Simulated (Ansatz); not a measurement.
**Question.** Name a neutral molecule of C, Ge, S, Si and H with HOMO–LUMO gap (ωB97M-V/def2-TZVPP) between 10.25 and 10.55 eV and HOMO energy (PBE/def2-TZVPP) between -5.60 and -5.30 eV (Ansatz, PBE0-D4/def2-TZVP geometry).

**Answer.** `C[S][GeH2][SiH3]` (10.27 eV, -5.48 eV). Other molecules can fit too; these were computed, each in one conformer that needn't be the lowest.
